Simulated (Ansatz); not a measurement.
Species: SiCl, charge 0, doublet. SiCl (SMILES [Si]Cl, doublet).
B3LYP-D3(BJ)/def2-TZVP minimum from Ansatz (a first-principles code):
```
Si
Cl 1 2.0838
```
Charge 0, spin multiplicity 2.

Total energies in hartree (Ansatz). UHF or UKS for unpaired electrons; spin-orbit terms are left out. Cores are frozen in correlated methods. No relativity.

| species | HF/cc-pV(T+d)Z | CCSD(T)/cc-pV(T+d)Z | HF/cc-pV(Q+d)Z | CCSD(T)/cc-pV(Q+d)Z | CCSDT(Q)/cc-pV(Q+d)Z |
|---|---|---|---|---|---|
| 1: SiCl (SMILES [Si]Cl, doublet) | -748.45503 | -748.76080 | -748.46098 | -748.79183 | -748.79377 |
| 2: Si (triplet) | -288.85649 | -288.93344 | -288.85845 | -288.93781 | -288.93861 |
| 3: Cl (doublet) | -459.48556 | -459.67356 | -459.48916 | -459.69449 | -459.69547 |

Question: Work out the atomisation energy (electronic, to ground-state atoms) in kcal/mol: take Hartree-Fock from cc-pV(Q+d)Z, extrapolate the CCSD(T) correlation energy as X^-3 (X = 3, 4), and add CCSDT(Q) - CCSD(T) in cc-pV(Q+d)Z. 1 hartree = 627.51 kcal/mol.

Answer: 
Species 1: correlation (64·(-0.33085) - 27·(-0.30577))/37 = -0.34915; step -0.00194; E1 = -748.46098 + (-0.34915) + (-0.00194) = -748.81207
Species 2: correlation (64·(-0.07936) - 27·(-0.07695))/37 = -0.08112; step -0.00080; E2 = -288.85845 + (-0.08112) + (-0.00080) = -288.94037
Species 3: correlation (64·(-0.20533) - 27·(-0.18800))/37 = -0.21798; step -0.00098; E3 = -459.48916 + (-0.21798) + (-0.00098) = -459.70812
-1·E1 +1·E2 +1·E3 = 0.16358 hartree = 102.6 kcal/mol.
